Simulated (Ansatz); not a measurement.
A nudged elastic band was laid between two geometries of C3H4BrCl (9 atoms, charge 0, multiplicity 1).

Theory: Ansatz, RKS r2SCAN-D4/def2-SVP.

```
movable images  : 7
climbing image  : yes
spring          : 5.0 eV/Å²
optimiser       : quadratic models (default)
start path      : through a guess of the saddle point
force threshold : 0.03 eV/Å
iteration limit : 60
end points      : relaxed
```

Initial state:

```xyz
9
Properties=species:S:1:pos:R:3
C 0.035 0.620 1.328
C -0.500 0.018 0.260
C 0.314 -0.429 -0.897
Cl 0.092 -2.181 -1.191
Br -0.187 0.602 -2.506
H -0.589 0.938 2.167
H 1.111 0.816 1.398
H -1.575 -0.178 0.187
H 1.388 -0.251 -0.764
```

Final state:

```xyz
9
Properties=species:S:1:pos:R:3
C 0.390 0.188 1.155
C -0.362 0.351 -0.122
C -0.223 -0.401 -1.224
Cl 0.886 -1.726 -1.353
Br -1.246 -0.086 -2.787
H -0.305 0.018 1.994
H 0.952 1.107 1.393
H -1.102 1.156 -0.183
H 1.097 -0.651 1.110
```

(1) Which bonds break or form, and what moves?

(2) What energy profile does the band end with?

(3) What is the geometry of the highest image?

Results:

(1) Bonds broken: C3–H9. Bonds formed: C1–H9.

(2) The run converged. The highest image is number 4 of 0 to 8, 3.55 eV above the first end and 3.74 eV above the last; the last end lies 0.18 eV below the first. Neighbouring images differ by up to 1.8 eV, so the band resolves the path poorly. A vibrational analysis at the climbing image gives one clearly imaginary mode, 1763i cm⁻¹: a first-order saddle point. The orbitals stay closed-shell, which can raise the energy where a bond breaks towards radicals; this wasn't checked here.

```tsv
image	path coordinate (Å)	energy (eV)	C3–H9 (Å)	C1–H9 (Å)
0	0.00	0.00	1.10	2.64
1	0.51	0.09	1.10	2.48
2	1.02	0.63	1.10	2.21
3	1.52	1.99	1.16	1.86
4	2.03	3.55	1.48	1.42
5	2.63	1.73	2.04	1.12
6	3.23	0.48	2.42	1.09
7	3.83	-0.03	2.61	1.10
8	4.43	-0.18	2.69	1.10
```

(3) 
```xyz
9
Properties=species:S:1:pos:R:3
C 0.215 0.337 1.157
C -0.694 0.209 0.078
C 0.114 -0.342 -0.953
Cl 0.387 -2.111 -1.007
Br -0.162 0.333 -2.757
H -0.074 0.171 2.210
H 0.994 1.109 1.059
H -1.759 0.471 0.025
H 1.068 -0.222 0.171
```

Run time: 2.3 min on 2 threads of AMD EPYC 9R45 96-Core Processor (Zen 5) (shared host), peak memory 0.2 GiB.
